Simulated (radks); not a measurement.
Question: Co1.6+, configuration [Ne] 3s2 3p5.4 3d8 (fractional occupations, a model configuration). All-electron calculation, Dirac Kohn-Sham, LDA (Slater exchange, Perdew-Wang correlation), spin-unpolarised, spherical densities, point nucleus; open shells are shared between the two j in proportion to 2j + 1. Program: a radial shooting solver on a logarithmic mesh with Libxc functionals. Some entries of the table are withheld. Estimate them.

orbital  occ.  eigenvalue (hartree)  <r^2> (bohr^2)  <r> (bohr)
1s1/2       2             -278.9516        0.004259         (1)
2s1/2       2             -33.43460         0.07728         (2)
2p1/2       2             -29.11989         0.06116      0.2229
2p3/2       4             -28.57546         0.06276      0.2261
3s1/2       2              -4.22384             (3)      0.7766
3p1/2     1.8              -2.93621          0.7805      0.8125
3p3/2     3.6              -2.86808          0.7999      0.8225
3d3/2     3.2                   (4)           1.448         (5)
3d5/2     4.8                   (6)           1.465         (7)

Answer: 
(1) 1s1/2 <r> (bohr): 0.05628
(2) 2s1/2 <r> (bohr): 0.2558
(3) 3s1/2 <r^2> (bohr^2): 0.6975
(4) 3d3/2 eigenvalue (hartree): -0.79671
(5) 3d3/2 <r> (bohr): 1.047
(6) 3d5/2 eigenvalue (hartree): -0.78961
(7) 3d5/2 <r> (bohr): 1.053
